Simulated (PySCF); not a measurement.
Molecule: SMILES Nc1cccc2cnoc12, C7H6N2O.

Bonds (- single, = double, # triple, : aromatic): N1-C2, C2:C3, C3:C4, C4:C5, C5:C6, C6:C7, C7:N8, N8:O9, O9:C10, C10:C2, C10:C6. N1 carries H11, H12; C3 carries H13; C4 carries H14; C5 carries H15; C7 carries H16.

Frames of a GFN2-xTB Langevin trajectory at 300 K; GIAO PBE0/pcSseg-1 shieldings in PySCF, gas phase, non-relativistic; equivalent atoms averaged within each frame.

Chemical shifts δ = σref − σ; 15N (σref 267.73) against NH3; TMS for 13C (σref 186.93); H2O for 17O (σref 336.08), all at this level. The references are static minima.

Q: How do the shifts (ppm) fluctuate along the trajectory?

A: 
```
         time (fs)     N8    N1    C10     C7     C2     C6     C4     C3     C5     O9
               250  431.3  59.8  170.8  153.1  140.0  132.7  129.1  117.2  114.5  364.0
               425  426.5  64.7  163.8  149.7  131.1  126.9  135.0  110.8  113.5  378.5
               625  440.9  73.8  162.0  149.0  140.7  135.9  127.1  121.3  114.9  352.4
               800  419.9  81.7  170.8  147.0  138.4  135.5  128.0  110.0  119.1  358.0
              1000  402.6  71.9  163.9  148.6  143.1  144.3  125.1  121.7  117.3  338.4
    mean of frames  424.2  70.4  166.3  149.5  138.6  135.1  128.9  116.2  115.9  358.3
standard deviation   14.3   8.5    4.2    2.3    4.5    6.3    3.7    5.6    2.3   14.8
```

5 frames give an uncertainty of the mean of about the standard deviation over 2.2 at best, since frames this close in time may not be independent; classical motion lacks zero-point vibration, and the reference would need the same averaging.
